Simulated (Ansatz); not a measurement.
System: sum formula SiAsH$_{4}$, net charge 0, doublet state. It need not be the lowest isomer of its formula. 
Geometry from a B3LYP-D3(BJ)/def2-TZVP (Ansatz, a first-principles code) optimisation:
```xyz
6

Si    -1.5078     0.1377     0.3505
As     0.7860    -0.1027    -0.2172
H     -2.3121    -0.7446    -0.5262
H     -1.9512     1.5403     0.1591
H     -1.7412    -0.2460     1.7643
H      1.1758     0.9123     0.8614
```
Charge 0, spin multiplicity 2.

Computed values are from Ansatz. Valence correlation only, unless marked. UHF or UKS for open shells. No spin-orbit coupling. Frozen are the shells of the preceding noble gas and the d and f shells that filled before the atom's block. Non-relativistic. CBS(X,Y): correlation extrapolated as X^-3; Hartree-Fock from the larger set. [CCSD(T)-MP2]/basis is that difference in the basis named.

### Question
What is the T1 diagnostic at CCSD/def2-TZVPPD?

### Answer
0.014.

### Question
What is the dipole moment at CCSD(T)/def2-SVPD?

### Answer
0.29 D.

### Question
What is the atomisation energy De at RI-MP2/CBS(def2-TZVPPD,def2-QZVPPD)+[CCSD(T)-MP2]/def2-TZVPPD?

### Answer
357.7 kcal/mol.

### Question
What is the vertical electron affinity (to the singlet; negative means unbound) at RI-MP2/CBS(def2-TZVPPD,def2-QZVPPD)+[CCSD(T)-MP2]/def2-TZVPPD?

### Answer
1.69 eV.

### Question
What is the total energy at RI-MP2/CBS(def2-TZVPPD,def2-QZVPPD)+[CCSD(T)-MP2]/def2-TZVPPD?

### Answer
-2525.8498 Eh.
